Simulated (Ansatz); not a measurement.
C₃H₄OSi (`O=C=C=C[SiH3]`) at its PBE0-D4/def2-TZVP geometry, where that method's forces vanish. The species carries charge 0 and has multiplicity 1.

```json
{"atom": "O1", "x (Å)": "-2.063", "y (Å)": "1.527", "z (Å)": "2.169"}
{"atom": "C2", "x (Å)": "-1.426", "y (Å)": "1.279", "z (Å)": "1.226"}
{"atom": "C3", "x (Å)": "-0.797", "y (Å)": "1.193", "z (Å)": "0.101"}
{"atom": "C4", "x (Å)": "0.020", "y (Å)": "0.563", "z (Å)": "-0.728"}
{"atom": "Si5", "x (Å)": "0.845", "y (Å)": "-1.078", "z (Å)": "-0.334"}
{"atom": "H6", "x (Å)": "0.227", "y (Å)": "1.023", "z (Å)": "-1.698"}
{"atom": "H7", "x (Å)": "2.321", "y (Å)": "-0.915", "z (Å)": "-0.417"}
{"atom": "H8", "x (Å)": "0.440", "y (Å)": "-1.505", "z (Å)": "1.026"}
{"atom": "H9", "x (Å)": "0.431", "y (Å)": "-2.087", "z (Å)": "-1.346"}
```

Task: For each bond, give half the difference of the two atoms' forces along it (eV/Å; positive pushes the atoms apart) under PBE-D4, r2SCAN-D4, B3LYP-D4, ωB97M-V in def2-TZVPP. (Estimate.)

Result: Computed: 
```csv
bond,length (Å),PBE-D4,r2SCAN-D4,B3LYP-D4,ωB97M-V
O1–C2,1.165,1.28,0.60,0.37,-0.16
C2–C3,1.292,-0.48,-0.33,-0.22,0.29
C3–C4,1.323,0.29,0.25,0.09,-0.15
C4–Si5,1.879,-0.17,-0.10,0.08,0.11
C4–H6,1.093,0.08,-0.01,-0.08,-0.08
Si5–H7,1.487,0.08,-0.01,-0.08,-0.13
Si5–H8,1.482,0.09,-0.02,-0.06,-0.10
Si5–H9,1.487,0.09,-0.01,-0.08,-0.13
```

B3LYP here is the variant with VWN-RPA as its local correlation; programs differ in this.
